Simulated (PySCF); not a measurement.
Cost of excited-state runs on SMILES CC(C)(C)C=C1CC1, C₈H₁₄

Molfile (atoms numbered from 1):
```
C8H14
     RDKit          3D

 22 22  0  0  0  0  0  0  0  0999 V2000
   -1.8867    0.1307   -1.1861 C   0  0  0  0  0  0  0  0  0  0  0  0
   -0.9916    0.0571    0.0572 C   0  0  0  0  0  0  0  0  0  0  0  0
   -0.6942   -1.4042    0.3887 C   0  0  0  0  0  0  0  0  0  0  0  0
   -1.7141    0.7157    1.2389 C   0  0  0  0  0  0  0  0  0  0  0  0
    0.2690    0.8406   -0.2216 C   0  0  0  0  0  0  0  0  0  0  0  0
    1.4980    0.3896   -0.2005 C   0  0  0  0  0  0  0  0  0  0  0  0
    2.9216    0.6973   -0.3766 C   0  0  0  0  0  0  0  0  0  0  0  0
    2.4596   -0.6983   -0.0075 C   0  0  0  0  0  0  0  0  0  0  0  0
   -2.1126    1.1655   -1.4348 H   0  0  0  0  0  0  0  0  0  0  0  0
   -1.3902   -0.3271   -2.0389 H   0  0  0  0  0  0  0  0  0  0  0  0
   -2.8238   -0.3927   -1.0089 H   0  0  0  0  0  0  0  0  0  0  0  0
   -0.1848   -1.8880   -0.4402 H   0  0  0  0  0  0  0  0  0  0  0  0
   -0.0637   -1.4753    1.2709 H   0  0  0  0  0  0  0  0  0  0  0  0
   -1.6213   -1.9396    0.5833 H   0  0  0  0  0  0  0  0  0  0  0  0
   -2.6495    0.2001    1.4455 H   0  0  0  0  0  0  0  0  0  0  0  0
   -1.0938    0.6785    2.1319 H   0  0  0  0  0  0  0  0  0  0  0  0
   -1.9374    1.7576    1.0193 H   0  0  0  0  0  0  0  0  0  0  0  0
    0.1006    1.8853   -0.4611 H   0  0  0  0  0  0  0  0  0  0  0  0
    3.2984    0.8667   -1.3760 H   0  0  0  0  0  0  0  0  0  0  0  0
    3.4233    1.2887    0.3770 H   0  0  0  0  0  0  0  0  0  0  0  0
    2.6540   -1.0533    0.9952 H   0  0  0  0  0  0  0  0  0  0  0  0
    2.5289   -1.4753   -0.7564 H   0  0  0  0  0  0  0  0  0  0  0  0
  1  2  1  0
  2  3  1  0
  2  4  1  0
  2  5  1  0
  5  6  2  3
  6  7  1  0
  7  8  1  0
  8  6  1  0
  1  9  1  0
  1 10  1  0
  1 11  1  0
  3 12  1  0
  3 13  1  0
  3 14  1  0
  4 15  1  0
  4 16  1  0
  4 17  1  0
  5 18  1  0
  7 19  1  0
  7 20  1  0
  8 21  1  0
  8 22  1  0
M  END
```

PySCF with density fitting, on 1 thread of an Arm Neoverse V1, shared host. Command: `OMP_NUM_THREADS=1 python excited_run.py task.json out`

How long does this run take, and how much memory?
- magnetisability and related constants, B3LYP/pcSseg-1; isotopologues; writes grids


```csv
run,level,basis functions,wall time,peak memory (GiB)
magnetisability and related constants,B3LYP/pcSseg-1,206,52 s,1
```
Times from a shared host are rough.
